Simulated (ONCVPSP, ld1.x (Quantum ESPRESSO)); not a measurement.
Potentials for platinum (Pt) compared

Generated with ld1.x 7.5 (TM, RRKJ, ultrasoft, PAW), atompaw 4.2 or ONCVPSP 4.0.1. The cutoff is in Ry: for ld1.x and atompaw files where the sum of valence levels is converged to 10 mRy in a Bessel basis, for ONCV files where the hardest occupied wave has 1 mHa per electron of residual kinetic energy. The error is the largest all-electron minus pseudo excitation energy over each file’s own four to seven test configurations (ionisations up to +4, promotions, holes and added fractions of an electron), all of which were solved. The labels leave out finer settings (local radius, basis sizes, second energies), which also bear on the numbers. Spin-polarised tests are not counted. The rows are a selection from randomly drawn settings: files with unsolved tests, undetermined cutoffs or missed reference levels are left out.

A true bound ghost makes a file unfit for plane-wave use even where its test errors are small: the radial tests pick states by their node count and pass the ghost by.

| potential | cutoff (Ry) | largest error (meV) | bound ghosts |
| --- | --- | --- | --- |
| ONCV, PBE, scalar-relativistic, rc 1.25/1.65/2.00 (spd), local smoothed, core correction no, reference 5s2 5p6 5d9 6s1, qcut 7.7/10.4/8.1, projectors 2/3/2 | 62 | -118 | none |
| ONCV, LDA (Perdew-Wang 92), scalar-relativistic, rc 1.80/1.60/1.60/2.00 (spdf), local smoothed, core correction no, reference 5s2 5p6 5d8 6s2, qcut 6.2/7.9/5.2/4.9, projectors 2/3/3/2 | 92 | -33 | none |
| ONCV, PBE, scalar-relativistic, rc 1.60/1.05/2.30 (spd), local smoothed, core correction yes, reference 5s2 5p6 5d9 6s1, qcut 9.8/8.6/5.6, projectors 2/3/2 | 101 | +49 | p |
| ultrasoft, PW91, scalar-relativistic, rc 1.80/1.50/1.50/2.00 (spdf), local smoothed, core correction yes, reference 5s2 5p6 5d9 6s0 6p1 | 50 | -248 | none |

**Question.** Fill in the row for Pt: ONCV, revPBE, scalar-relativistic, rc 1.60/1.45/2.15/0.75 (spdf), local smoothed, core correction yes, reference 4f14 5s2 5p6 5d9 6s1, qcut 9.3/9.2/7.3/18.9, projectors 2/2/3/1.

**Answer.** cutoff 448 Ry, largest error -6.6 meV, bound ghosts: s.

**Question.** Fill in the row for Pt: ONCV, PBE, scalar-relativistic, rc 1.60/1.20/1.95/1.00 (spdf), local smoothed, core correction yes, reference 4f14 5s2 5p6 5d9 6s1, qcut 6.5/6.6/6.7/15.3, projectors 2/2/2/3.

**Answer.** cutoff 303 Ry, largest error -9.5 meV, bound ghosts: none.
